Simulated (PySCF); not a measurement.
Cd(Et)(OSiH3) (C₂H₈CdOSi), SMILES [O]([Cd][CH2]C)[SiH3]. Atoms are numbered in the order given.

```xyz
13

Cd     0.0862    -0.4006     0.2054
C     -0.8927    -1.5617     1.6748
C     -2.0391    -0.8487     2.3967
H     -0.1047    -1.8843     2.3865
H     -1.2476    -2.4764     1.1567
H     -2.8452    -0.5350     1.7025
H     -1.6996     0.0598     2.9348
H     -2.5074    -1.5155     3.1538
O      1.1016     0.6255    -1.1743
Si     0.7845     1.9805    -2.0764
H     -0.4327     1.8238    -2.9649
H      1.9623     2.2804    -2.9689
H      0.5328     3.2080    -1.2245
```
Charge 0, spin multiplicity 1.

Geometry optimised at PBE-D3(BJ)/def2-SVP. The def2 effective core potentials stand for the cores of Cd; spin–orbit coupling is left out. The values are those of a single conformer.

Method: PBE-D3(BJ)/def2-SVP in PySCF 2.14.0.

Frequencies are harmonic and unscaled.

A small imaginary wavenumber (i) marks a very flat motion, where grid noise or a shallow saddle decides the sign.

| mode | ν (cm⁻¹) | IR (km/mol) | moving atoms (share of kinetic energy) |
|---|---|---|---|
| 1 | 10i | 0.7 | H 51 %, O 22 %, C 21 % |
| 2 | 42 | 0.1 | H 75 %, C 9 % |
| 3 | 50 | 0.2 | C 29 %, Si 28 %, H 24 %, Cd 15 % |
| 4 | 108 | 3.2 | O 41 %, Cd 20 %, H 19 %, C 12 % |
| 5 | 118 | 3.2 | O 35 %, Cd 21 %, H 20 %, Si 15 %, C 9 % |
| 6 | 229 | 3.8 | C 61 %, H 21 %, Cd 13 % |
| 7 | 242 | 1.2 | H 86 %, C 11 % |
| 8 | 410 | 18.3 | O 44 %, C 20 %, Si 17 %, H 13 % |
| 9 | 500 | 23.2 | C 49 %, Cd 21 %, H 19 % |
| 10 | 636 | 19.4 | H 82 %, C 17 % |
| 11 | 700 | 48.9 | H 83 %, Si 10 % |
| 12 | 709 | 42.4 | H 79 %, Si 10 %, O 10 % |
| 13 | 911 | 69.4 | H 96 % |
| 14 | 917 | 17.6 | H 92 % |
| 15 | 918 | 48.6 | H 94 % |
| 16 | 941 | 28.0 | H 80 %, C 17 % |
| 17 | 948 | 376.4 | O 70 %, Si 20 %, H 9 % |
| 18 | 978 | 457.5 | H 89 %, Si 11 % |
| 19 | 1024 | 3.3 | C 75 %, H 25 % |
| 20 | 1150 | 27.9 | H 68 %, C 32 % |
| 21 | 1201 | 3.4 | H 77 %, C 23 % |
| 22 | 1346 | 4.8 | H 82 %, C 18 % |
| 23 | 1391 | 0.4 | H 90 %, C 10 % |
| 24 | 1423 | 1.7 | H 97 % |
| 25 | 1425 | 8.1 | H 97 % |
| 26 | 2099 | 197.5 | H 96 % |
| 27 | 2107 | 138.6 | H 98 % |
| 28 | 2145 | 187.4 | H 97 % |
| 29 | 2955 | 38.2 | H 97 % |
| 30 | 2991 | 8.3 | H 95 % |
| 31 | 3032 | 15.7 | H 91 %, C 9 % |
| 32 | 3043 | 0.1 | H 91 %, C 9 % |
| 33 | 3062 | 19.6 | H 91 %, C 9 % |
